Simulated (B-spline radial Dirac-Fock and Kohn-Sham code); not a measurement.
# Hf 5s: cross section and angular parameters

System: the free hafnium atom, [Xe] 4f14 5d2 6s2; threshold 64.20 eV (tabulated edge). The computed values come from an atomic code on a B-spline grid: Dirac-Hartree-Slater photoionisation with a Latter tail; cross sections with all multipoles, angular parameters from the dipole term and its interference with E2.

For linearly polarised light dσ/dΩ = σ/(4π) [1 + β P₂(cos θ) + (δ + γ cos²θ) sin θ cos φ], with θ from the polarisation vector and φ the angle between the beam and the projection of the electron momentum on the plane normal to the polarisation.

```tsv
hν (eV)	σ (kb)	β	γ
87.2	56.0	0.667	-0.297
100	63.0	1.066	-0.202
110	66.5	1.257	-0.129
117	67.8	1.352	-0.084
132	68.2	1.489	-0.005
140	67.7	1.539	0.030
213	55.5	1.744	0.221
260	46.7	1.791	0.285
325	37.4	1.828	0.340
400	29.8	1.854	0.380
600	17.8	1.888	0.423
656	15.8	1.893	0.426
921	9.71	1.911	0.416
1000	8.59	1.915	0.408
1020	8.34	1.916	0.405
1120	7.24	1.920	0.392
1253.6	6.09	1.924	0.372
1490	4.64	1.929	0.333
1990	2.91	1.938	0.245
2300	?	?	?
2984.4	1.46	1.946	0.090
3540	1.08	1.949	0.022
5070	0.562	1.954	-0.101
5520	0.479	1.955	-0.121
6490	0.353	1.957	-0.147
9251.7	0.177	1.960	-0.121
11300	0.119	1.960	-0.046
15000	0.0666	1.961	0.160
```

Q: Give the values at 2300 eV.

A: σ = 2.28 kb, β = 1.941, γ = 0.193. For an s subshell δ is negligible.
